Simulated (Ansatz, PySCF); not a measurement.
Process, species as SMILES: N[SiH](N)N -> N[Si-](N)N + H+
Geometries: B3LYP-D3(BJ)/def2-TZVP minima from Ansatz (a quantum-chemistry and plane-wave program), one conformer each, not searched for the lowest.
Geometry of the first species:
```xyz
11

N      0.0297     1.5786    -0.5506
Si    -0.1744     0.0871     0.2807
N     -0.8936    -0.9443    -0.8847
N      1.1470    -0.8289     0.8907
H      0.1251     2.4404    -0.0379
H      0.4957     1.6246    -1.4433
H     -0.9302     0.4669     1.5010
H     -0.9917    -1.9298    -0.7033
H     -1.6101    -0.5974    -1.5010
H      1.5436    -0.6160     1.7918
H      1.8278    -1.2457     0.2750
```
Charge 0, spin multiplicity 1.

Quantity: gas-phase deprotonation energy (enthalpy at 298 K, with B3LYP-D3(BJ) rigid-rotor harmonic-oscillator terms from PySCF), in kJ/mol. Cores are frozen in the correlated levels unless marked. No spin-orbit coupling. No relativistic terms. Anions need diffuse functions: aug- sets have them; def2-D sets add few; the other sets have none. CBS(X,Y): correlation extrapolated as X^-3; Hartree-Fock from the larger set.

```
level             program  gas-phase deprotonation energy (kJ/mol)
----------------  -------  ---------------------------------------
HF/STO-3G          Ansatz                                   2021.0
SVWN5/def2-TZVPD   Ansatz                                   1584.7
```

Question: Estimate the value at CCSD(T)/CBS(aug-cc-pV(T+d)Z,aug-cc-pV(Q+d)Z) as computed with Ansatz.

Answer: 1640.4 kJ/mol
